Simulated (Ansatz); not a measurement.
Basis-set extrapolation for C$_{2}$H$_{9}$PSi (`CC[SiH2]P`) (PBE0-D4/def2-TZVP geometry, frozen core, Ansatz 0.2.0). Multiplicity 1, RHF reference.

|  | def2-TZVPP | def2-QZVPP |
| --- | --- | --- |
| HF | -710.704937 | -710.727624 |
| MP2 correlation | -0.644159 | -0.687810 |
| CCSD(T) correlation | -0.737330 | not run |

Energies in hartree. Use E(X) = E(∞) + A·exp(−7.88·√X) for Hartree–Fock and E(X) = E(∞) + B·X^(−2.97) for correlation, with X = 3 and 4, and add CCSD(T) minus MP2 of the smaller set to the MP2 limit.

**Question.** What is the CCSD(T) energy at the basis-set limit?

**Answer.** HF limit: -710.727624 + (-0.022687) × 0.13774 = -710.73075. MP2 limit: -0.687810 + (-0.043651) × 0.74074 = -0.72014. Higher-order term: -0.737330 − (-0.644159) = -0.09317. Total: -711.54406 hartree, 2.77 eV below CCSD(T)/def2-TZVPP.
